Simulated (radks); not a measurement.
The numbers below are computed, except where a source is named.
Task: Code: a radial shooting solver on a logarithmic mesh with Libxc functionals. Model: Dirac Kohn-Sham, LDA (Slater exchange, Perdew-Wang correlation), spin-unpolarised, spherical densities, point nucleus; open shells fill j = l - 1/2 first. Each species is in its NIST ground configuration. Rank Cd3+, I3+, Sr3+, Rb3+, Sn3+, Tc3+, Te3+, Xe3+, Sb3+, Mo3+, Rh3+, Ru3+, In3+, Ag3+, Zr3+, Nb3+, Pd3+ by Delta-SCF ionisation energy (eV), largest first.

Result: Sr3+ 57.003, In3+ 56.230, Cd3+ 53.922, Rb3+ 53.329, Ag3+ 51.593, Pd3+ 49.240, Rh3+ 46.857, Sb3+ 44.810, Ru3+ 44.439, Tc3+ 42.367, Xe3+ 41.866, Sn3+ 41.554, I3+ 40.716, Mo3+ 39.822, Te3+ 37.777, Nb3+ 37.206, Zr3+ 34.488.
